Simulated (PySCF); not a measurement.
**Removing an electron from `CC(C)(C)c1cn[nH]c1`**

Compound: C₇H₁₂N₂.
Z-matrix (Å and degrees, PBE0-D3(BJ)/def2-SVP geometry), rows numbered from 1:
```
C 
C   1  1.5295
C   2  1.5346  1  109.10
C   2  1.5345  1  109.08  3   119.47
C   2  1.5128  1  110.12  3  -120.27
C   5  1.4179  2  129.21  1    -0.55
N   6  1.3269  5  112.23  2  -180.00
N   7  1.3259  6  104.54  5    -0.07
C   8  1.3534  7  113.50  6     0.05
H   1  1.1010  2  110.30  3   -59.69
H   1  1.1009  2  111.37  3    59.97
H   1  1.1008  2  111.35  3  -179.31
H   3  1.1021  2  110.75  1    58.64
H   3  1.1011  2  111.25  1   178.50
H   3  1.1006  2  110.91  1   -61.59
H   4  1.1006  2  110.88  1    60.58
H   4  1.1022  2  110.76  1   -59.62
H   4  1.1010  2  111.26  1  -179.54
H   6  1.0889  5  128.26  2    -0.04
H   8  1.0113  7  119.37  6   179.97
H   9  1.0882  5  131.78  2    -0.00
```

Level: CAM-B3LYP/def2-SVPD (PySCF). Frontier orbitals with their largest atomic shares (Löwdin; up to four atoms above 4 %):

```json
{"orbital": "HOMO−3", "ε (eV)": "-10.71", "main atoms": "C1 24 %, C2 21 %, C3 11 %, C4 10 %"}
{"orbital": "HOMO−2", "ε (eV)": "-9.61", "main atoms": "N7 59 %, C6 12 %, N8 9 %, C5 7 %"}
{"orbital": "HOMO−1", "ε (eV)": "-8.71", "main atoms": "C6 30 %, N8 25 %, N7 20 %, C9 10 %"}
{"orbital": "HOMO", "ε (eV)": "-8.17", "main atoms": "?"}
{"orbital": "LUMO", "ε (eV)": "1.20", "main atoms": "C9 15 %, H21 12 %, C3 8 %, C4 8 %"}
{"orbital": "LUMO+1", "ε (eV)": "1.51", "main atoms": "N7 22 %, C9 22 %, N8 19 %, C5 11 %"}
{"orbital": "LUMO+2", "ε (eV)": "1.68", "main atoms": "H20 26 %, C9 12 %, H21 10 %, C1 8 %"}
```

Task: What vertical ionisation energy does ΔSCF give, and how far is −ε(HOMO) from it?

Result: ΔSCF: 8.84 eV (853 kJ/mol; threshold wavelength 140 nm); ⟨S²⟩ of the doublet left behind is 0.766, against 0.75 for a pure doublet. −ε(HOMO) is 8.17 eV, 0.67 eV below it. For the exact functional −ε(HOMO) would equal the first vertical ionisation energy; CAM-B3LYP (range-separated hybrid) falls short of its own ΔSCF value by 8 %. Holes in the HOMO−1 and HOMO−2 were tried too where these lie within 1.2 eV of the HOMO; the lowest converged state counts.

Task: On which atoms does the HOMO lie?

Result: C5 (substituted aromatic carbon) 27 %, C9 (aromatic CH next to a ring nitrogen) 23 %, N7 (pyridine-type nitrogen) 17 %, N8 (pyrrole-type nitrogen) 11 %, so no atom holds as much as 40 %. The HOMO−1 lies 0.54 eV lower.

Task: With α = 94.2 au, estimate the like-pair dispersion coefficient by London's formula C6 = (3/4)α²I.

Result: I = 0.3250 Eh, so C6 ≈ 2160 au, a rough estimate.

Task: What kinetic energy would electrons from this vertical process carry with He I light (21.218 eV)?

Result: 21.22 − 8.84 = 12.38 eV.

Task: What total energies stand behind the ΔSCF value?

Result: E(N) = -382.99264 Eh and E(N − 1) = -382.66762 Eh at the same geometry, 0.32502 Eh apart.

Task: How many of the 10 lowest singlet excitations (vertical TDDFT, same level) lie below the ionisation energy?

Result: All 10; they run from 6.54 to 8.13 eV.

Geometry: PBE0-D3(BJ)/def2-SVP; no solvent, vibrations or thermal averaging.

The run behind these numbers computed excited states and ΔSCF ions as well. On Arm Neoverse V2, one thread, no GPU, shared host with 96 logical CPUs at a one-minute load of 78, this took 6.1 min (with the writing of density and orbital grids) and 1.4 GiB of memory at its peak.
